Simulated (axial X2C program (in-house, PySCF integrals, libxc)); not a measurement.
Worked dissociation energy of InSi: LDA, scalar-relativistic

Calculated with an in-house relativistic program for diatomic molecules. Spin-free means the one-electron spin-free X2C Hamiltonian. Basis: In dyall-cv3z [11s12p9d4f1g], Si dyall-v3z [8s7p2d1f] (cores contracted in-house); Gaussian nuclei, density fitting, unrestricted open shells. Masses: In 114.904 u, Si 27.977 u.

Molecular state: M_S = 3/2, Λ = 0 (beyond evenly filled blocks: σα, π+α, π-α).

- E(In) (2M_S = 1, M_L = 1): -5875.189001 hartree
- E(Si) (2M_S = 2, M_L = 1): -288.821791 hartree
- E(InSi) at Re: -6164.115578 hartree
- ωe: 268.7 cm⁻¹
- ωexe: 1.06 cm⁻¹

(1) Work out De and D0.

One determinant describes the state; a PBE0 search over occupations chose it and may have missed a lower one. De is counted from the lowest determinant-based energies of the atoms at the same level, without counterpoise correction. PBE0 can misorder states that lie within some tenths of an eV, so this need not be the ground state of the molecule. The nearest other spin-free determinant of the search, M_S = 1/2, Λ = 0, lies 0.32 eV up at the distance of the search. Without a current term, density functionals place determinants with orbital angular momentum somewhat too high. Spin-free De lacks the spin–orbit lowering of the heavy p-block atom, a tenth of an eV or more for 4p and 5p, up to an eV for 6p and one to two eV for 7p atoms, less what an open-shell molecule gains itself.

LDA overbinds, often by about an eV.

Each atomic determinant is the lowest at this level and need not be a pure term. Totals compare only within one Hamiltonian and basis.

Answers

(1) De = -5875.189001 + (-288.821791) − (-6164.115578) = 0.10479 hartree = 2.851 eV. The zero-point energy is ωe/2 − ωexe/4 = 134 cm⁻¹ = 0.017 eV, so D0 = 2.835 eV.
